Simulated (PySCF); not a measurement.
# Spin states and ions at one geometry of [Pb(BH4)3]−

PySCF 2.14.0, RKS TPSS, Pb def2-SVP with ECP60, B def2-SVP, H def2-SVP; non-relativistic Hamiltonian with scalar-relativistic core potentials where named; density fitting; no spin-orbit coupling; singlets restricted, open shells unrestricted. The geometry is relaxed for charge -1, singlet, vacuum:

```xyz
16

Pb    0.0000    0.0000   -0.6553
B     2.5581    0.0294    0.1066
H     3.5268    0.0587    0.8589
H     1.5780   -0.2253    0.8885
H     2.6273   -0.8696   -0.7400
H     2.3659    1.1316   -0.4316
B    -1.3045    2.2007    0.1066
H    -1.8142    3.0249    0.8589
H    -0.5939    1.4793    0.8885
H    -0.5605    2.7101   -0.7400
H    -2.1630    1.4831   -0.4316
B    -1.2536   -2.2300    0.1066
H    -1.7126   -3.0836    0.8589
H    -0.9841   -1.2539    0.8885
H    -2.0668   -1.8405   -0.7400
H    -0.2029   -2.6147   -0.4316
```

Energies count from the relaxed state; an electron taken off or put on is at rest in vacuum. Charges and spins are Mulliken's.

```
                     state  energy (eV)  spin squared  charge on Pb1 (e)  spin on Pb1 (e)  dipole about the centre of mass (D)
charge -1, singlet, vacuum         0.00          0.00               0.52             0.00                                 4.32
 charge 0, doublet, vacuum         5.17          0.75               0.69             0.16                                 1.58
```

**Question.** What does the state charge -1, triplet, vacuum give?

**Answer.** energy (eV) 4.62, spin squared 2.00, charge on Pb1 (e) 0.16, spin on Pb1 (e) 1.14, dipole about the centre of mass (D) 1.69.

With an electron taken off (doublet) the charges change, summed by element, by Pb +0.16 e, B -0.02 e, H +0.85 e. The vertical ionisation energy is 5.17 eV, against −ε(HOMO) = 2.89 eV of the relaxed state. The level lies 2.3 eV too high, as is usual for semilocal functionals and global hybrids, which keep a self-interaction error.

Open shells may have lower solutions than those found.

No frequency check is given that shows the relaxed geometry to be a minimum.
